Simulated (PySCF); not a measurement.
Working with the constants of GaN

UHF-CCSD(T) constants of GaN, ³Σ⁻ (triplet), unpaired electrons π ↑↑ (PySCF, scalar-relativistic core potentials, basis sets Ga cc-pVDZ-PP with ECP10, N cc-pVDZ; masses 68.9256 and 14.0031 u):

| Item | Value |
| --- | --- |
| ωe | 487.3 cm⁻¹ |
| ωexe | 3.37 cm⁻¹ |
| Be | 0.3508 cm⁻¹ |
| αe | 0.00333 cm⁻¹ |
| De to Ga + N | 1.46 eV |

Q: What force constant and bond length do these constants imply?

A: Reduced mass μred = 11.639 u; k = 5.8918×10⁻⁷·μred·ωe² (u, cm⁻¹, mdyn/Å) = 1.63 mdyn/Å; Re = √(16.8576/(μred·Be)) (u, cm⁻¹, Å) = 2.032 Å.

Q: Estimate the centrifugal constant D from the Kratzer relation and find the Dunham coefficient a1.

A: D = 4Be³/ωe² = 7.27e-07 cm⁻¹; a1 = −1 − αeωe/(6Be²) = -3.20.

Correlated steps freeze 5 core orbitals. Correlated levels converge slowly with the basis: in double zeta they bind strong bonds too weakly, by up to about 1 eV, and carry superposition errors of some tenths. Spin–orbit coupling is left out. The state is the lowest determinant that a PBE0 search found; another state may lie lower at other levels.
